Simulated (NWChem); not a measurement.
System: C$_{5}$H$_{6}$; SMILES C(#CC=C)C

NWChem input:

```
start job
memory heap 200 mb stack 900 mb global 1100 mb
geometry units angstroms noautosym nocenter noautoz
  C      0.467536     2.420058     0.101991
  C     -0.461637     1.473694    -0.104604
  C     -0.218796     0.071146    -0.061123
  C     -0.057846    -1.130959    -0.033787
  C      0.159248    -2.573410     0.004522
  H      1.500506     2.168489     0.323249
  H      0.209897     3.473677     0.053196
  H     -1.485979     1.776983    -0.323692
  H      0.531484    -2.893954     0.985769
  H      0.896966    -2.885070    -0.745670
  H     -0.769078    -3.122737    -0.194254
end
basis spherical
  * library 6-31g*
end
dft
  xc b3lyp
  iterations 150
end
cosmo
  do_cosmo_smd true
  solvent toluene
end
task dft energy
```

Coordinates come from a B3LYP/6-31G* (spherical d) optimisation. Solvent: toluene.

Level: B3LYP/6-31G* with SMD (1 M gas to 1 M solution), gas-phase geometry.

Q: What results follow from this input? (B3LYP/6-31G* (spherical d), SMD on the gas-phase geometry.) Quantities: solvation free energy (kcal/mol); cavity-dispersion-structure term (kcal/mol); dipole in solution (D).

A: 
```yaml
solvation free energy (kcal/mol): -4.2
cavity-dispersion-structure term (kcal/mol): -1.9
dipole in solution (D): 0.68
```
